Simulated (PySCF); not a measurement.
Compound: CrS2Cl2 (singlet state).
Structure used (PBE0-D3(BJ)/def2-SVP), in Å, numbered top down from 1:
```
atom  x, y, z in Å
Cr1    0.009    0.000    0.012
S2     0.021   -0.034    1.961
S3     1.851    0.012   -0.619
Cl4   -0.945    1.759   -0.645
Cl5   -0.936   -1.738   -0.708
```

Method: TDDFT PBE0/def2-SVPD, vertical, gas phase, core orbitals frozen in the response (PySCF 2.14.0, density-fitted response routines).

Transition dipole moments from the ground state, in atomic units and in the frame of the coordinates above (overall signs are arbitrary), for the states with f of 0.002 or more among the lowest 13:

```tsv
state	E (hartree)	μx	μy	μz
S2	0.0601	0.167	0.006	-0.236
S5	0.0915	-0.001	0.424	0.008
S6	0.0972	0.229	-0.002	0.168
S11	0.1216	-0.172	0.001	-0.105
S12	0.1254	0.305	0.009	-0.432
S13	0.1301	-0.184	-0.005	0.262
```

Q: What oscillator strength does each state have?

A: f = (2/3) ΔE |μ|² with ΔE in hartree (27.2114 eV).

```
state  |μ|² (au)  |μ| (D)      f
   S2      0.083     0.73  0.003
   S5      0.180     1.08  0.011
   S6      0.081     0.72  0.005
  S11      0.041     0.51  0.003
  S12      0.280     1.34  0.023
  S13      0.102     0.81  0.009
```

Q: What angle do the transition dipoles of S5 and S12 make?

A: |cos θ| = |μa·μb| / (|μa| |μb|) = 0.00, so θ ≈ 90° (taken between 0 and 90°, since the signs are arbitrary).

Q: How is the summed strength of these states shared among x, y and z?

A: (2/3) Σ ΔE μα² gives 0.018 for x, 0.011 for y and 0.026 for z, 0.055 in all.

Q: What peak molar absorption coefficient would the strongest computed level give as a lone Gaussian band 0.5 eV wide at half height?

A: ε(max) = 2.175×10⁸ f / FWHM, with the width in cm⁻¹. S12: 2.175×10⁸ × 0.0234 / 4033 ≈ 1300 L mol⁻¹ cm⁻¹.

Hardware: one thread, x86-64 server, no GPU, shared host. Cost: 25 s wall.
